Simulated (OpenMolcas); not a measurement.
# Pd2+: effect of the basis set

* Program: OpenMolcas 26.06
* Method: SS-CASPT2, IPEA 0.25 Eh, imaginary shift 0.1 Eh (closed shells correlated: 4s 4p)
* Active space: 8 electrons in 10 orbitals (4d 5d)
* State averaging: 2S+1 = 3 even, 10 roots; 2S+1 = 1 even, 15 roots
* Spin-orbit coupling: state interaction with AMFI integrals over the reference wave functions, term energies averaged over their components

A. ANO-R2 [7s5p4d2f1g], X2C, finite nucleus; CASPT2 step about 8 core-minutes
B. ANO-RCC-VTZP [7s6p4d2f1g], DKH2, point nucleus; CASPT2 step of the order of 9 core-minutes
C. ANO-RCC-VQZP [8s7p5d3f2g1h], DKH2, point nucleus; CASPT2 step about 9 core-minutes

Energies in cm⁻¹ above 4d⁸ ³F₄, the measured ground level; measured values from Moore, Atomic Energy Levels, vol. III, NSRDS-NBS 35 (1971 reprint of NBS Circular 467, 1958).

```json
{"Level": "4d⁸ ³F₄", "A": "0.0", "B": "0.0", "C": "0.0", "Measured": "0.0"}
{"Level": "4d⁸ ³F₃", "A": "3140", "B": "3140", "C": "3160", "Measured": "3230"}
{"Level": "4d⁸ ³F₂", "A": "4560", "B": "4560", "C": "4570", "Measured": "4687"}
{"Level": "4d⁸ ³P₂ [51 %]", "A": "10400", "B": "10440", "C": "10360", "Measured": ""}
{"Level": "4d⁸ ³P₁", "A": "13860", "B": "13900", "C": "13890", "Measured": "13470"}
{"Level": "4d⁸ ³P₀", "A": "14090", "B": "14130", "C": "14100", "Measured": "13699"}
{"Level": "4d⁸ ¹G₄", "A": "18390", "B": "18430", "C": "18160", "Measured": "17880"}
{"Level": "4d⁸ ¹S₀", "A": "42270", "B": "42290", "C": "41900", "Measured": ""}
```

Deviations, from unrounded energies. A percentage is the sum of absolute deviations over the sum of measured energies, with the sign that they share, or ± where signs differ.

| Against measurement | Levels | A | B | C |
| --- | --- | --- | --- | --- |
| mean absolute deviation (cm-1) | 5 | 300 | 330 | 260 |
| fine structure of the ground term (%) | 2 | -2.7 | -2.8 | -2.3 |
| other terms of the ground configuration (%) | 3 | +2.9 | +3.1 | +2.4 |

C lies closest to measurement on these levels and B furthest from it. The largest miss of C in the table is 4d⁸ ³P₁, by +420 cm-1. The ranking rests on the paired levels alone, and a cruder setting can come out closer through cancelling errors.

The two smallest mean deviations differ by little beside CASPT2's spread within terms, so their order carries little weight.

Among A to C the level of the table that moves most is 4d⁸ ¹S₀, by 390 cm-1 (lowest in C, highest in B). Moves below CASPT2's spread within the term are not significant.

Term energies are means over components that CASPT2 splits; among the terms shown or strongly mixed into the levels shown the widest spread is 760 cm-1 (4d⁸ ¹G, C). Active for correlation alone: 5d; no level in the range computed is led by a configuration that fills it, so any true level of that kind is missing. Computed and measured levels are paired by configuration, term and J; levels that our copy of the source lacks, or whose pairing is in doubt (as where it misses far off the trend of its configuration), stay unpaired and out of the deviations. Only configurations of the active space appear. Levels that lie high or do not pair safely by name in every column are left out.

A share in square brackets marks a mixed level and gives the weight of the term that names it, the lowest over the columns.
